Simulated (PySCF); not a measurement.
Species: C7H10N2S.
SMILES with atom numbers: `[CH3:1][S:2][c:3]1[cH:4][cH:5][n:6][n:7]1[CH:8]1[CH2:9][CH2:10]1` (hydrogens: H11, H12, H13 on C1; H14 on C4; H15 on C5; H16 on C8; H17, H18 on C9; H19, H20 on C10)

The same species was optimised twice, with GFN2-xTB and with PBE0-D3(BJ)/def2-SVP (PySCF), and the same property calculations (PySCF, gas phase) were run on both structures.

```tsv
coordinate	GFN2-xTB	PBE0-D3(BJ)/def2-SVP	change
C1–S2 (Å)	1.813	1.800	-0.013
N7–C8 (Å)	1.420	1.432	+0.012
C4–C5 (Å)	1.398	1.409	+0.011
C3–C4 (Å)	1.383	1.390	+0.007
C3–N7 (Å)	1.352	1.359	+0.007
C5–N6 (Å)	1.319	1.323	+0.004
C8–C10 (Å)	1.499	1.495	-0.004
C8–C9 (Å)	1.500	1.495	-0.005
C9–C10 (Å)	1.498	1.502	+0.004
N6–N7 (Å)	1.332	1.334	+0.002
S2–C3 (Å)	1.751	1.751	0.000
C3–N7–N6 (°)	111.5	112.5	+1.0
N6–N7–C8 (°)	121.4	120.5	-0.9
N7–C8–C9 (°)	118.5	119.4	+0.9
C5–N6–N7 (°)	106.2	105.4	-0.8
N7–C8–C10 (°)	118.6	119.2	+0.6
C4–C3–N7 (°)	106.9	106.4	-0.5
C4–C5–N6 (°)	111.3	111.8	+0.5
S2–C3–C4 (°)	131.9	132.3	+0.4
C1–S2–C3–C4 (°)	2	10	+8
N6–N7–C8–C9 (°)	36	37	+1
```

Rotational constants: A = 2010, B = 871.3, C = 640.9 MHz (GFN2-xTB) against A = 1984, B = 870.7, C = 639.3 MHz (PBE0-D3(BJ)/def2-SVP).

On the GFN2-xTB structure: HOMO (eV) -6.09 [PBE0/pcSseg-1]; LUMO (eV) 0.52 [PBE0/pcSseg-1]; dipole (D) 2.21 [PBE0/pcSseg-1]; GIAO shielding of C1 (ppm) 167.4 [PBE0/pcSseg-1]; GIAO shielding of S2 (ppm) 527.2 [PBE0/pcSseg-1]; GIAO shielding of C3 (ppm) 43.7 [PBE0/pcSseg-1]; GIAO shielding of C4 (ppm) 82.4 [PBE0/pcSseg-1]; GIAO shielding of C5 (ppm) 45.0 [PBE0/pcSseg-1]; GIAO shielding of N6 (ppm) -59.4 [PBE0/pcSseg-1]; GIAO shielding of N7 (ppm) 37.2 [PBE0/pcSseg-1]; GIAO shielding of C8 (ppm) 155.0 [PBE0/pcSseg-1].

Q: What do these properties become on the PBE0-D3(BJ)/def2-SVP structure?

A: 
```tsv
property	level	on GFN2-xTB	on PBE0-D3(BJ)/def2-SVP	change
HOMO (eV)	PBE0/pcSseg-1	-6.09	-6.13	-0.04
LUMO (eV)	PBE0/pcSseg-1	0.52	0.43	-0.09
dipole (D)	PBE0/pcSseg-1	2.21	2.26	+0.05
energy, GFN2-xTB geometry as zero (kcal/mol)	PBE0/pcSseg-1	0.0	-0.6	-0.6
GIAO shielding of C1 (ppm)	PBE0/pcSseg-1	167.4	166.0	-1.4
GIAO shielding of S2 (ppm)	PBE0/pcSseg-1	527.2	529.3	+2.1
GIAO shielding of C3 (ppm)	PBE0/pcSseg-1	43.7	41.8	-1.9
GIAO shielding of C4 (ppm)	PBE0/pcSseg-1	82.4	79.7	-2.7
GIAO shielding of C5 (ppm)	PBE0/pcSseg-1	45.0	42.9	-2.1
GIAO shielding of N6 (ppm)	PBE0/pcSseg-1	-59.4	-59.6	-0.2
GIAO shielding of N7 (ppm)	PBE0/pcSseg-1	37.2	34.0	-3.2
GIAO shielding of C8 (ppm)	PBE0/pcSseg-1	155.0	152.7	-2.3
```

The heavy atoms differ by 0.053 Å rms after alignment. Among bonds between heavy atoms C1–S2 and N7–C8 change most and about equally (-0.013 to +0.012 Å). Changes are differences of the printed values. Neither structure is proved a minimum here.

The values belong to the conformer `[CH3:1][S:2][c:3]1[cH:4][cH:5][n:6][n:7]1[CH:8]1[CH2:9][CH2:10]1`: C1–S2–C3–C4 10°, N6–N7–C8–C9 37°.
